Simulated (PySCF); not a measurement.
Species: C5H7NO2S.
Atom-mapped SMILES: `[CH3:1][S@@:2](=[O:3])[c:4]1[cH:5][c:6]([NH2:7])[cH:8][o:9]1` (hydrogens: H10, H11, H12 on C1; H13 on C5; H14, H15 on N7; H16 on C8)

The same species was optimised twice, with GFN2-xTB and with PBE0-D3(BJ)/def2-SVP (PySCF), and the same property calculations (PySCF, gas phase) were run on both structures.

```json
{"coordinate": "S2=O3 (Å)", "GFN2-xTB": "1.461", "PBE0-D3(BJ)/def2-SVP": "1.499", "change": "+0.038"}
{"coordinate": "C1–S2 (Å)", "GFN2-xTB": "1.855", "PBE0-D3(BJ)/def2-SVP": "1.818", "change": "-0.037"}
{"coordinate": "S2–C4 (Å)", "GFN2-xTB": "1.806", "PBE0-D3(BJ)/def2-SVP": "1.783", "change": "-0.023"}
{"coordinate": "C5–C6 (Å)", "GFN2-xTB": "1.424", "PBE0-D3(BJ)/def2-SVP": "1.437", "change": "+0.013"}
{"coordinate": "C8–O9 (Å)", "GFN2-xTB": "1.358", "PBE0-D3(BJ)/def2-SVP": "1.366", "change": "+0.008"}
{"coordinate": "C4–O9 (Å)", "GFN2-xTB": "1.345", "PBE0-D3(BJ)/def2-SVP": "1.338", "change": "-0.007"}
{"coordinate": "C6–C8 (Å)", "GFN2-xTB": "1.369", "PBE0-D3(BJ)/def2-SVP": "1.373", "change": "+0.004"}
{"coordinate": "C6–N7 (Å)", "GFN2-xTB": "1.381", "PBE0-D3(BJ)/def2-SVP": "1.384", "change": "+0.003"}
{"coordinate": "C4–C5 (Å)", "GFN2-xTB": "1.362", "PBE0-D3(BJ)/def2-SVP": "1.361", "change": "-0.001"}
{"coordinate": "S2–C4–C5 (°)", "GFN2-xTB": "130.1", "PBE0-D3(BJ)/def2-SVP": "127.5", "change": "-2.6"}
{"coordinate": "C1–S2–C4 (°)", "GFN2-xTB": "94.1", "PBE0-D3(BJ)/def2-SVP": "96.1", "change": "+2.0"}
{"coordinate": "S2–C4–O9 (°)", "GFN2-xTB": "118.6", "PBE0-D3(BJ)/def2-SVP": "120.3", "change": "+1.7"}
{"coordinate": "C5–C4–O9 (°)", "GFN2-xTB": "111.1", "PBE0-D3(BJ)/def2-SVP": "112.1", "change": "+1.0"}
{"coordinate": "C4–C5–C6 (°)", "GFN2-xTB": "106.0", "PBE0-D3(BJ)/def2-SVP": "105.2", "change": "-0.8"}
{"coordinate": "C1–S2–O3 (°)", "GFN2-xTB": "106.2", "PBE0-D3(BJ)/def2-SVP": "106.9", "change": "+0.7"}
{"coordinate": "C5–C6–N7 (°)", "GFN2-xTB": "126.0", "PBE0-D3(BJ)/def2-SVP": "125.4", "change": "-0.6"}
{"coordinate": "N7–C6–C8 (°)", "GFN2-xTB": "128.2", "PBE0-D3(BJ)/def2-SVP": "128.6", "change": "+0.4"}
{"coordinate": "C1–S2–C4–C5 (°)", "GFN2-xTB": "-116", "PBE0-D3(BJ)/def2-SVP": "-117", "change": "-1"}
```

Rotational constants: A = 3360, B = 848.4, C = 737.8 MHz (GFN2-xTB) against A = 3322, B = 858.2, C = 740.0 MHz (PBE0-D3(BJ)/def2-SVP). Point groups within 0.08 Å: C1 and C1.

On the GFN2-xTB structure: lowest singlet, TDDFT (eV) 4.70 [B3LYP/def2-SVPD]; lowest triplet, Tamm–Dancoff (eV) 3.46 [B3LYP/def2-SVPD]; isotropic polarisability (au) 97.4 [B3LYP/def2-SVPD]; HOMO (eV) -5.88 [B3LYP/def2-SVPD]; LUMO (eV) -0.66 [B3LYP/def2-SVPD]; dipole (D) 4.17 [B3LYP/def2-SVPD]; HOMO (eV) -5.98 [PBE0/pcSseg-1]; LUMO (eV) -0.27 [PBE0/pcSseg-1]; dipole (D) 4.07 [PBE0/pcSseg-1]; GIAO shielding of C1 (ppm) 137.0 [PBE0/pcSseg-1]; GIAO shielding of S2 (ppm) 178.5 [PBE0/pcSseg-1]; GIAO shielding of O3 (ppm) 304.9 [PBE0/pcSseg-1]; GIAO shielding of C4 (ppm) 19.9 [PBE0/pcSseg-1]; GIAO shielding of C5 (ppm) 76.4 [PBE0/pcSseg-1]; GIAO shielding of C6 (ppm) 44.3 [PBE0/pcSseg-1]; GIAO shielding of N7 (ppm) 216.4 [PBE0/pcSseg-1]; GIAO shielding of C8 (ppm) 55.5 [PBE0/pcSseg-1].

Task: What do these properties become on the PBE0-D3(BJ)/def2-SVP structure?

Result: 
```json
{"property": "lowest singlet, TDDFT (eV)", "level": "B3LYP/def2-SVPD", "on GFN2-xTB": "4.70", "on PBE0-D3(BJ)/def2-SVP": "4.75", "change": "+0.05"}
{"property": "lowest triplet, Tamm–Dancoff (eV)", "level": "B3LYP/def2-SVPD", "on GFN2-xTB": "3.46", "on PBE0-D3(BJ)/def2-SVP": "3.51", "change": "+0.05"}
{"property": "isotropic polarisability (au)", "level": "B3LYP/def2-SVPD", "on GFN2-xTB": "97.4", "on PBE0-D3(BJ)/def2-SVP": "97.9", "change": "+0.5"}
{"property": "HOMO (eV)", "level": "B3LYP/def2-SVPD", "on GFN2-xTB": "-5.88", "on PBE0-D3(BJ)/def2-SVP": "-5.94", "change": "-0.06"}
{"property": "LUMO (eV)", "level": "B3LYP/def2-SVPD", "on GFN2-xTB": "-0.66", "on PBE0-D3(BJ)/def2-SVP": "-0.68", "change": "-0.02"}
{"property": "dipole (D)", "level": "B3LYP/def2-SVPD", "on GFN2-xTB": "4.17", "on PBE0-D3(BJ)/def2-SVP": "4.39", "change": "+0.22"}
{"property": "energy, GFN2-xTB geometry as zero (kcal/mol)", "level": "B3LYP/def2-SVPD", "on GFN2-xTB": "0.0", "on PBE0-D3(BJ)/def2-SVP": "-2.6", "change": "-2.6"}
{"property": "HOMO (eV)", "level": "PBE0/pcSseg-1", "on GFN2-xTB": "-5.98", "on PBE0-D3(BJ)/def2-SVP": "-6.05", "change": "-0.07"}
{"property": "LUMO (eV)", "level": "PBE0/pcSseg-1", "on GFN2-xTB": "-0.27", "on PBE0-D3(BJ)/def2-SVP": "-0.28", "change": "-0.01"}
{"property": "dipole (D)", "level": "PBE0/pcSseg-1", "on GFN2-xTB": "4.07", "on PBE0-D3(BJ)/def2-SVP": "4.29", "change": "+0.22"}
{"property": "energy, GFN2-xTB geometry as zero (kcal/mol)", "level": "PBE0/pcSseg-1", "on GFN2-xTB": "0.0", "on PBE0-D3(BJ)/def2-SVP": "-2.2", "change": "-2.2"}
{"property": "GIAO shielding of C1 (ppm)", "level": "PBE0/pcSseg-1", "on GFN2-xTB": "137.0", "on PBE0-D3(BJ)/def2-SVP": "138.9", "change": "+1.9"}
{"property": "GIAO shielding of S2 (ppm)", "level": "PBE0/pcSseg-1", "on GFN2-xTB": "178.5", "on PBE0-D3(BJ)/def2-SVP": "193.8", "change": "+15.3"}
{"property": "GIAO shielding of O3 (ppm)", "level": "PBE0/pcSseg-1", "on GFN2-xTB": "304.9", "on PBE0-D3(BJ)/def2-SVP": "295.2", "change": "-9.7"}
{"property": "GIAO shielding of C4 (ppm)", "level": "PBE0/pcSseg-1", "on GFN2-xTB": "19.9", "on PBE0-D3(BJ)/def2-SVP": "22.3", "change": "+2.4"}
{"property": "GIAO shielding of C5 (ppm)", "level": "PBE0/pcSseg-1", "on GFN2-xTB": "76.4", "on PBE0-D3(BJ)/def2-SVP": "72.9", "change": "-3.5"}
{"property": "GIAO shielding of C6 (ppm)", "level": "PBE0/pcSseg-1", "on GFN2-xTB": "44.3", "on PBE0-D3(BJ)/def2-SVP": "42.9", "change": "-1.4"}
{"property": "GIAO shielding of N7 (ppm)", "level": "PBE0/pcSseg-1", "on GFN2-xTB": "216.4", "on PBE0-D3(BJ)/def2-SVP": "214.2", "change": "-2.2"}
{"property": "GIAO shielding of C8 (ppm)", "level": "PBE0/pcSseg-1", "on GFN2-xTB": "55.5", "on PBE0-D3(BJ)/def2-SVP": "53.7", "change": "-1.8"}
```

The heavy atoms differ by 0.038 Å rms after alignment. Among bonds between heavy atoms C1–S2 and S2=O3 change most and about equally (-0.037 to +0.038 Å). Changes are differences of the printed values. Neither structure is proved a minimum here.

Shape of the structure used: `[CH3:1][S@@:2](=[O:3])[c:4]1[cH:5][c:6]([NH2:7])[cH:8][o:9]1`: C1–S2–C4–C5 -117°, H–N7–C6–C5 162°, H–N7–C6–C5 32°.
